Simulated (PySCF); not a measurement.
CuO: mean field, correlation and small terms against distance

State: ²Π, doublet, unpaired electrons π ↑. ROHF-based CCSD(T) in PySCF 2.14 with Cu aug-cc-pVDZ-PP with ECP10, O aug-cc-pVDZ and Cu aug-cc-pVTZ-PP with ECP10, O aug-cc-pVTZ (frozen core orbitals: 5; scalar-relativistic core potentials). Correlation energies are extrapolated as n⁻³ (n = 2, 3), Hartree–Fock as (n+1)·exp(−9√n). All energies in eV from Cu (3d10 4s1) + O.

```
 R (Å)  HF/CBS  CCSD corr.      (T)   total
1.5196   0.626      -2.448  -0.3658  -2.188
1.5886  -0.017      -2.222  -0.3327  -2.572
1.6577  -0.425      -2.036  -0.2974  -2.758
1.7268  -0.658      -1.887  -0.2646  -2.809
1.7958  -0.765      -1.769  -0.2372  -2.771
1.8822  -0.774      -1.657  -0.2115  -2.643
1.9685  -0.688      -1.576  -0.1948  -2.459
```

A fit to the total gives Re = 1.7272 Å, De = 2.809 eV, ωe = 627.6 cm⁻¹, Be = 0.4431 cm⁻¹ (masses 62.9296 and 15.9949 u).

Q: At R = 1.7268 Å the CCSD correlation energy is -0.598855 hartree in the smaller basis and -0.697719 in the larger. Extrapolate it.

A: (3³·E3 − 2³·E2)/(3³ − 2³) = -0.73935 hartree; the larger basis holds 94.4 % of it.

The T1 diagnostic is 0.056, large enough to doubt a single reference. The state was picked by a PBE0 search and need not be the measured ground state. Spin–orbit coupling, excitations beyond (T) and corrections to the Born–Oppenheimer picture are left out.
